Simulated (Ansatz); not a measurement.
Process, species as SMILES: Br (HBr) → Br atom + H atom
B3LYP-D3(BJ)/def2-TZVP geometries, fixed; electronic energies without zero-point terms.
Largest species:
```xyz
2

Br     0.0000     0.0000    -0.0396
H      0.0000     0.0000     1.3852
```
Charge 0, spin multiplicity 1.

The bond dissociation energy at MP2 with Ansatz (a quantum-chemistry and plane-wave program), in kcal/mol, split into its Hartree-Fock and correlation parts. Cores are frozen (with 3d on Ga to Br). Open shells are unrestricted. No added dispersion term, no relativity. Functions are those of the species that has most.

```csv
basis,X,functions,Hartree-Fock,MP2
cc-pVDZ,2,32,64.32,85.11
cc-pVTZ,3,57,64.86,90.11
cc-pVQZ,4,98,65.00,91.93
cc-pV5Z,5,159,65.01,92.48
```

Worked estimate of the basis-set limit from each neighbouring pair, with Hartree-Fock from the larger set and the correlation part extrapolated as X^-3.
Correlation parts: X = 2: 20.79, X = 3: 25.25, X = 4: 26.93, X = 5: 27.47.
- (2,3): (27·(25.25) - 8·(20.79))/19 = 27.13; with Hartree-Fock 64.86 the estimate is 91.99 kcal/mol.
- (3,4): (64·(26.93) - 27·(25.25))/37 = 28.16; with Hartree-Fock 65.00 the estimate is 93.16 kcal/mol.
- (4,5): (125·(27.47) - 64·(26.93))/61 = 28.04; with Hartree-Fock 65.01 the estimate is 93.05 kcal/mol.
The last two estimates differ by 0.11 kcal/mol; the largest set lies 0.57 from the last. Over the last step Hartree-Fock moves by 0.01 and the correlation part by 0.54.
